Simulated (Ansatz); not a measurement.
Diatomic ScN, closed-shell singlet (the spin of the measured ground state). No spin–orbit coupling. Sc is treated without relativity.

D_e counts from the fitted minimum to each atom's lowest state at the same level, without counterpoise. The singlet is restricted.

Correlated levels freeze the inner cores; with def2 sets outer-core shells near the valence are correlated too.

Run with Ansatz (a first-principles code). Each number belongs to the level named beside it.

**Question.** What is the computed bond energy D_e (CCSD/def2-QZVPP)?

**Answer.** 293 kJ/mol

**Question.** Predict the bond energy D_e from wB97M-V/def2-TZVPP.

**Answer.** 362 kJ/mol

**Question.** Estimate the bond energy D_e that wB97X-V/def2-TZVPP returns for this input.

**Answer.** 385 kJ/mol

Doubts at one or more of the structures used: a restricted determinant that unrestricted orbitals would lower (CCSD/def2-QZVPP).
